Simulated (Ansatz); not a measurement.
Reaction (formal exchange of groups at the Si–I bond): `O[SiH](I)[SiH2]F` + `CCF` → `O[SiH](F)[SiH2]F` + `CCI`

Isolated molecules relaxed with PBE0-D4/def2-TZVP in Ansatz; ΔE leaves out vibrations. CCSD(T)/CBS is the MP2 limit (def2-TZVPP, def2-QZVPP) plus CCSD(T) − MP2 in def2-TZVPP, frozen cores. Functionals use def2-TZVPP. B3LYP here is the variant with VWN-RPA as its local correlation; programs differ in this. Elements past krypton have def2 core potentials. For I outer-core shells are correlated without core-valence functions, which leaves a few kJ/mol of doubt a bond. One conformer a species, not always the lowest.

`O[SiH](I)[SiH2]F`:

```xyz
9

O     1.493    1.157    0.452
Si    0.440   -0.064    0.758
I     1.556   -2.247    0.705
Si   -1.121   -0.004   -0.990
F    -2.178   -1.187   -0.758
H     2.262    1.254    1.017
H    -0.139    0.037    2.123
H    -0.439   -0.224   -2.289
H    -1.872    1.278   -1.019
```

`CCF`:

```xyz
8

C    -0.518   -0.271    0.500
C     0.472    0.209   -0.524
F     1.212    1.264   -0.013
H    -1.100   -1.103    0.094
H    -1.208    0.528    0.777
H    -0.007   -0.617    1.400
H    -0.028    0.569   -1.429
H     1.177   -0.580   -0.804
```

`O[SiH](F)[SiH2]F`:

```xyz
9

O    -1.063   -1.002   -1.391
Si   -0.739    0.418   -0.652
F    -0.066    1.450   -1.674
Si    0.783    0.057    1.113
F     1.742   -1.147    0.633
H    -0.338   -1.611   -1.548
H    -2.046    0.986   -0.256
H     1.637    1.232    1.423
H     0.090   -0.384    2.352
```

`CCI`:

Cartesian coordinates in Å:
```
C -0.773 -0.284 0.001
C 0.674 0.093 0.181
I 1.314 1.555 -1.257
H -1.051 -1.029 0.754
H -0.954 -0.715 -0.985
H -1.429 0.579 0.120
H 1.349 -0.749 0.039
H 0.872 0.551 1.148
```

Is it downhill or uphill in electronic energy at CCSD(T)/CBS, and by how much? (An estimate is asked.)

Ansatz gave: Downhill: ΔE = -91.3 kJ/mol.

What do these levels give: r2SCAN-D4, PBE0-D4, B3LYP-D4, ωB97X-V, B2PLYP, r2SCAN, PBE0, HF/def2-TZVPP, MP2/def2-TZVPP, CCSD/def2-TZVPP, HF/def2-QZVPP, MP2/CBS(def2)? (Estimate.)

Ansatz gave: r2SCAN-D4 -80.8, PBE0-D4 -73.1, B3LYP-D4 -82.2, ωB97X-V -79.8, B2PLYP -89.2, r2SCAN -81.2, PBE0 -74.7, HF/def2-TZVPP -80.5, MP2/def2-TZVPP -95.4, CCSD/def2-TZVPP -90.7, HF/def2-QZVPP -82.8, MP2/CBS(def2) -95.2 kJ/mol.

Largest T1 diagnostic among the species: 0.012.

In def2-TZVPP, CCSD(T) changes the Hartree–Fock value by −11.0 kJ/mol (the triples alone add −0.8 kJ/mol) and MP2 by −14.9 kJ/mol.
